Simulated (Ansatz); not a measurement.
Input file for Ansatz (a quantum-chemistry and plane-wave program): R-r2SCAN/cc-pV(T+d)Z on H4OSi (SMILES O[SiH3]), a point of a bond scan (R = 1.653 Å). Files ending in .json are basis or fitting sets from the Basis Set Exchange.

Ansatz 0.2 input:
```yaml
crystal:
  periodic: [false, false, false]
  atoms:
    - {symbol: O, position_ang: [1.03867113, -0.33474303, -0.25623785]}
    - {symbol: Si, position_ang: [-0.50881883, 0.12973854, 0.09205040]}
    - {symbol: H, position_ang: [1.76206809, 0.09105221, 0.20942489]}
    - {symbol: H, position_ang: [-0.84295262, -0.10662565, 1.51863737]}
    - {symbol: H, position_ang: [-1.37924119, -0.69223322, -0.77093301]}
    - {symbol: H, position_ang: [-0.72577971, 1.56941136, -0.19593207]}
basis:
  gaussian:
    orbitals: cc-pV_T+d_Z.json
    pivot_positions_ang: [[1.03867113, -0.33474303, -0.25623785], [-0.50881883, 0.12973854, 0.09205040], [1.76206809, 0.09105221, 0.20942489], [-0.84295262, -0.10662565, 1.51863737], [-1.37924119, -0.69223322, -0.77093301], [-0.72577971, 1.56941136, -0.19593207]]
hamiltonian:
  xc: {name: r2SCAN}
scf: {lower_state_search: off}
output: {orbitals: {seedname: ./end}}
```

The log:

```
WARN ansatz: RAYON_NUM_THREADS=2 ignored (pool sized by the plan → 2); use --threads N
Functional definition: r2SCAN
these checks for a lower state are left out or cut short: stability, starts, cluster_reference, orbital_swaps, neighbouring_geometries, increment
integrals: 0.04 GiB planned
705 factors; their error is unknown
mean field: 0.34 GiB planned
mean field evaluation 1: about -9985.5684 eV, gradient 5.4e1 eV
mean field evaluation 2: about -9970.4617 eV, gradient 1.0e2 eV
mean field evaluation 4: about -9990.1612 eV, gradient 2.1e0 eV
mean field evaluation 8: about -9990.1730 eV, gradient 2.2e-2 eV
mean field evaluation 16: about -9990.1617 eV, gradient 4.3e-6 eV
mean field -9990.16173118 eV, -367.1316720459 hartree, gradient 4.4e-6 eV, S^2 0.000000; 0 other end points of the search recorded, 0 dependent functions left out
reference -9990.16174121 eV, -367.1316724147 hartree; 13, 13 occupied and 112, 112 virtual orbitals, 705 factors
Total energy: -9990.16174121 eV, -367.1316724147 hartree
Checks for a lower state left out: stability, starts, cluster_reference, orbital_swaps, neighbouring_geometries, increment
```

Self-consistency was reached.

Cost: roughly 0.9 core-seconds.
